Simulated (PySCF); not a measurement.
Molfile (atoms numbered from 1):
```
C3H6N2O2Si
     RDKit          3D

 14 14  0  0  0  0  0  0  0  0999 V2000
    2.8173   -0.0981    0.4132 C   0  0  0  0  0  0  0  0  0  0  0  0
    1.1189    0.6629    0.0894 Si  0  0  0  0  0  4  0  0  0  0  0  0
    0.1286   -0.6111    0.4904 O   0  0  0  0  0  0  0  0  0  0  0  0
   -1.1648   -0.5823    0.4641 C   0  0  0  0  0  0  0  0  0  0  0  0
   -1.8849    0.5215    0.0775 N   0  0  0  0  0  0  0  0  0  0  0  0
   -3.1036    0.1153    0.2024 C   0  0  0  0  0  0  0  0  0  0  0  0
   -3.1985   -1.1347    0.6310 O   0  0  0  0  0  0  0  0  0  0  0  0
   -1.9258   -1.5913    0.8018 N   0  0  0  0  0  0  0  0  0  0  0  0
    2.9836   -0.9813   -0.1977 H   0  0  0  0  0  0  0  0  0  0  0  0
    2.9334   -0.3938    1.4524 H   0  0  0  0  0  0  0  0  0  0  0  0
    3.6001    0.6166    0.1828 H   0  0  0  0  0  0  0  0  0  0  0  0
    0.8056    1.7926    0.9629 H   0  0  0  0  0  0  0  0  0  0  0  0
    0.8855    1.0107   -1.3115 H   0  0  0  0  0  0  0  0  0  0  0  0
   -3.9962    0.6724   -0.0010 H   0  0  0  0  0  0  0  0  0  0  0  0
  1  2  1  0
  2  3  1  0
  3  4  1  0
  4  5  1  0
  5  6  2  0
  6  7  1  0
  7  8  1  0
  8  4  2  0
  1  9  1  0
  1 10  1  0
  1 11  1  0
  2 12  1  0
  2 13  1  0
  6 14  1  0
M  END
```

[PySCF 2.14.0 with density-fitted response routines: GIAO PBE0/pcSseg-1 shieldings; geometry: GFN2-xTB; a single conformation; equivalent nuclei averaged; no solvent model; no relativistic terms]

References, each an isolated molecule treated in the same way: ¹³C (σ = 186.93 ppm), ¹H (σ = 31.72 ppm), ²⁹Si (σ = 349.16 ppm) against TMS; H2O for ¹⁷O (σ = 336.08 ppm); ¹⁵N (σ = 267.73 ppm) vs NH3.

| atoms | nucleus | count | Hirshfeld charge | δ (ppm) |
| --- | --- | --- | --- | --- |
| C1 | ¹³C | 1 | -0.21 | -3.0 |
| H12/H13 | ¹H | 2 | -0.08 | 5.31 |
| H14 | ¹H | 1 | 0.09 | 8.38 |
| H9/H10/H11 | ¹H | 3 | 0.05 | ? |
| N8 | ¹⁵N | 1 | -0.15 | 356.8 |
| N5 | ¹⁵N | 1 | -0.20 | 268.3 |
| Si2 | ²⁹Si | 1 | 0.42 | -10.7 |
| O3 | ¹⁷O | 1 | -0.18 | 91.7 |
| C6 | ¹³C | 1 | 0.11 | ? |
| O7 | ¹⁷O | 1 | -0.03 | 393.8 |
| C4 | ¹³C | 1 | 0.16 | ? |

Task: Fill in the missing shifts.

Result: 
- C4: 177.4 ppm, aromatic carbon bearing oxygen; σ withdrawal by the attached heteroatom moves it downfield of the ring CH carbons
- C6: 171.1 ppm, aromatic CH between two ring heteroatoms
- H9/H10/H11: 0.53 ppm, hydrogen on a methyl carbon bonded to Si; an electropositive neighbour shields it, as in TMS itself

Shifts are as computed. Against solution values, carbons near 30 ppm lie about +3 ppm off and those near 130 ppm about +5 ppm. Of 1211 compounds with measured shifts, 218 miss one by over three times the rms of a fit or turn the order of signals round; such compounds aren't used in these exercises. Unscaled 17O shifts of doubly bonded oxygen tend to come out too high, by tens of ppm or more. Experimental scales use liquid or dissolved standards, which lie at an offset from isolated NH3 (liquid NH3: subtract about 20 ppm) and H2O (liquid H2O: subtract about 36 ppm). Unscaled 15N shifts of sp2 nitrogen come out 20 to 40 ppm too high even then.
